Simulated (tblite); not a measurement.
A geometry optimisation, step by step.

Species: C7H13GaSi.
Atom-mapped SMILES: `[CH2:1]=[CH:2][CH2:3][C@@H:4]([GaH2:5])[SiH2:6][C:7]#[C:8][CH3:9]` (hydrogens: H10, H11 on C1; H12 on C2; H13, H14 on C3; H15 on C4; H16, H17 on Ga5; H18, H19 on Si6; H20, H21, H22 on C9)

Computed with GFN2-xTB (tblite), gas phase: L-BFGS steps from a force-field or distance-geometry start until the largest atomic force falls under 0.01 eV/Å. 4 of its 256 geometries are shown.

Step 0: E = -662.9600 eV, largest atomic force 3.573 eV/Å
```
atom  x, y, z in Å  |  force x, y, z in eV/Å
C1     -3.983    0.382    0.651   -0.617  -0.308   0.417
C2     -2.980   -0.344    0.201   -0.366   0.592  -0.065
C3     -1.922    0.378   -0.577   -1.250  -0.153  -1.406
C4     -0.632    0.239    0.132    0.214   0.506   1.648
Ga5    -0.381   -1.663    0.173   -2.430  -0.342  -1.336
Si6     0.652    1.459   -0.419    0.604   0.875   0.409
C7      2.280    0.632   -0.265    0.979  -0.431   0.098
C8      3.359    0.093   -0.146    0.456  -0.345   0.172
C9      4.677   -0.565   -0.001   -0.301   0.818   0.530
H10    -3.979    1.439    0.407   -0.479  -0.236   0.311
H11    -4.793   -0.072    1.232    0.299   0.536  -0.231
H12    -2.913   -1.421    0.416    0.080   0.499  -0.185
H13    -1.816   -0.112   -1.571   -0.168   0.133   0.118
H14    -2.233    1.424   -0.781    0.066  -0.430   0.213
H15    -0.817    0.414    1.216    0.032   0.598  -0.096
H16     0.890   -2.204    0.281    3.053  -1.782   0.522
H17    -1.547   -2.475   -0.670    0.637  -0.213   0.242
H18     0.474    1.917   -1.782   -0.122   0.039  -0.378
H19     0.593    2.626    0.512    0.059  -0.156  -0.227
H20     5.290   -0.293   -0.878   -0.238  -0.409   0.391
H21     4.573   -1.647    0.148   -0.046   0.293  -0.414
H22     5.196   -0.188    0.919   -0.461  -0.084  -0.733
```

Step 85: E = -664.1366 eV, largest atomic force 0.130 eV/Å
```
atom  x, y, z in Å  |  force x, y, z in eV/Å
C1     -4.185    0.133    0.826    0.056   0.031   0.045
C2     -3.065   -0.268    0.253    0.055   0.004  -0.063
C3     -2.091    0.618   -0.458    0.018   0.049  -0.022
C4     -0.686    0.489    0.148    0.070   0.047   0.051
Ga5     0.116   -1.379   -0.017    0.007  -0.038  -0.001
Si6     0.690    1.528   -0.686   -0.063   0.061   0.073
C7      2.203    0.495   -0.340    0.076  -0.024   0.013
C8      3.242   -0.093   -0.140   -0.095   0.018  -0.036
C9      4.500   -0.777    0.071   -0.025   0.003  -0.012
H10    -4.473    1.170    0.818   -0.032   0.056  -0.021
H11    -4.858   -0.536    1.334    0.038  -0.052  -0.019
H12    -2.773   -1.320    0.276    0.016  -0.031  -0.002
H13    -2.047    0.312   -1.513   -0.009   0.008   0.018
H14    -2.442    1.654   -0.420   -0.006   0.020  -0.019
H15    -0.728    0.780    1.206   -0.026   0.023   0.028
H16     0.536   -2.353    1.162    0.034   0.022  -0.025
H17     0.138   -2.085   -1.435    0.036  -0.024   0.007
H18     0.544    1.631   -2.144   -0.047  -0.027  -0.022
H19     0.896    2.873   -0.108   -0.042  -0.122  -0.016
H20     5.148   -0.620   -0.794   -0.029  -0.017   0.048
H21     4.328   -1.847    0.195    0.015   0.033   0.019
H22     4.996   -0.385    0.961   -0.047  -0.038  -0.044
```

Step 170: E = -664.2227 eV, largest atomic force 0.025 eV/Å
```
atom  x, y, z in Å  |  force x, y, z in eV/Å
C1     -3.819   -0.283    0.874    0.003  -0.005  -0.001
C2     -2.744   -0.428    0.122    0.003   0.004   0.000
C3     -1.994    0.674   -0.552   -0.015   0.003   0.000
C4     -0.609    0.790    0.107   -0.002  -0.007   0.011
Ga5     0.424   -0.983    0.170   -0.003   0.004   0.003
Si6     0.664    1.896   -0.784    0.004   0.000  -0.025
C7      2.168    0.828   -0.477    0.006   0.001  -0.008
C8      2.901   -0.101   -0.203   -0.006  -0.001  -0.013
C9      3.893   -1.119    0.080   -0.001   0.001  -0.003
H10    -4.282    0.680    1.020    0.003   0.003  -0.002
H11    -4.287   -1.117    1.369   -0.016   0.009  -0.008
H12    -2.292   -1.416   -0.007    0.007  -0.004  -0.004
H13    -1.871    0.426   -1.613    0.003  -0.003   0.010
H14    -2.551    1.614   -0.482   -0.001   0.002   0.000
H15    -0.747    1.170    1.129   -0.006   0.000   0.002
H16     0.873   -1.704    1.495    0.012  -0.007   0.006
H17     0.493   -1.945   -1.075    0.011   0.005   0.011
H18     0.449    1.967   -2.236    0.004   0.008   0.017
H19     0.896    3.223   -0.200   -0.003  -0.014   0.001
H20     4.592   -1.210   -0.752   -0.004   0.008   0.001
H21     3.386   -2.077    0.228   -0.001  -0.009   0.003
H22     4.444   -0.867    0.986    0.002   0.002   0.000
```

Step 255: E = -664.2393 eV, largest atomic force 0.010 eV/Å
```
atom  x, y, z in Å  |  force x, y, z in eV/Å
C1     -3.963   -0.289    0.387   -0.007   0.001   0.004
C2     -2.681   -0.496    0.159    0.003   0.000  -0.003
C3     -1.765    0.444   -0.553    0.001   0.008   0.001
C4     -0.636    0.873    0.403    0.000   0.009  -0.001
Ga5     0.526   -0.773    0.798    0.003  -0.002  -0.002
Si6     0.652    2.021   -0.416   -0.001  -0.001   0.005
C7      2.073    0.818   -0.567    0.004   0.000   0.000
C8      2.807   -0.144   -0.465   -0.003   0.001   0.000
C9      3.773   -1.222   -0.422    0.003   0.004  -0.002
H10    -4.464    0.598    0.032    0.002   0.000  -0.004
H11    -4.573   -0.993    0.927   -0.002  -0.006   0.004
H12    -2.188   -1.397    0.532   -0.005  -0.007   0.002
H13    -1.321   -0.082   -1.410    0.004   0.001   0.001
H14    -2.325    1.303   -0.932    0.000   0.002  -0.003
H15    -1.081    1.364    1.275   -0.002  -0.001   0.002
H16     1.351   -1.053    2.110   -0.001  -0.001   0.001
H17     0.397   -2.051   -0.117    0.002  -0.001  -0.004
H18     0.285    2.470   -1.764   -0.001   0.005  -0.008
H19     1.079    3.134    0.439    0.001  -0.004   0.000
H20     4.251   -1.343   -1.394   -0.007  -0.005   0.001
H21     3.259   -2.150   -0.154    0.004  -0.001   0.009
H22     4.534   -1.010    0.330    0.001   0.000  -0.004
```

**Question.** Summarise the path.

**Answer.** The energy falls by 1.2793 eV from step 0 to step 255; nine tenths of that is first reached at step 62. It rises by more than 0.2 meV at step 211. The largest force goes from 3.573 to 0.010 eV/Å. Among the bonds Ga5–H16 changes most, from 1.386 to 1.575 Å; the atoms move by 1.054 Å rms after alignment.

What follows is the cost of the whole relaxation. Hardware: one thread, Arm Neoverse N1 (aarch64), shared host with 64 logical CPUs at a one-minute load of 58. Cost: 4.8 s.
